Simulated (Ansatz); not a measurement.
Basis sets compared for the cluster Na21. Charge 0, multiplicity 2. Geometry PBE/def2-SVP. Ansatz on 2 threads of AMD EPYC 7R13 on a shared host and a share (18 GiB) of an NVIDIA H100 80GB HBM3; times are rough, and most runs start from earlier orbitals.

```xyz
21

Na   -0.243    1.263   -2.828
Na   -0.073   -4.647   -2.218
Na   -1.664    1.239    4.949
Na   -4.457   -0.989    0.138
Na    3.025    0.013   -4.975
Na    0.892   -0.728    3.733
Na    4.079    3.237    0.821
Na   -0.054   -1.914   -5.070
Na    2.207    0.465    0.519
Na   -4.533    1.026    3.119
Na   -1.320    0.645    0.902
Na   -2.534   -1.944    3.200
Na    2.910    2.630   -2.511
Na   -2.884   -4.238    0.184
Na    1.251    2.766    3.205
Na    4.906   -0.153   -1.828
Na    0.200   -2.773    0.806
Na    1.787   -1.665   -2.210
Na   -1.982   -1.717   -2.101
Na    0.562    3.742   -0.193
Na   -2.074    3.742    2.359
```

Single mean-field runs in def2-TZVP are fitted with def2-universal-jkfit. Another isomer (doublet) lies 0.34 eV lower at PBE0/def2-TZVP; other spin states weren't run for this one.

```
        level  functions  energy (Eh)  HOMO (eV)  LUMO (eV)  wall time
 PBE/def2-SVP        315   -3404.7258      -2.60      -2.36        6 s
PBE0/def2-SVP        315   -3405.0093      -2.91      -1.96        9 s
```

(1) Estimate the rows for PBE/def2-TZVP (with forces), PBE0/def2-TZVP.

Results:

(1) 
```
                      level  functions  energy (Eh)  HOMO (eV)  LUMO (eV)  wall time
PBE/def2-TZVP (with forces)        672   -3405.9728      -2.61      -2.37       12 s
             PBE0/def2-TZVP        672   -3406.2447      -2.92      -1.96       15 s
```
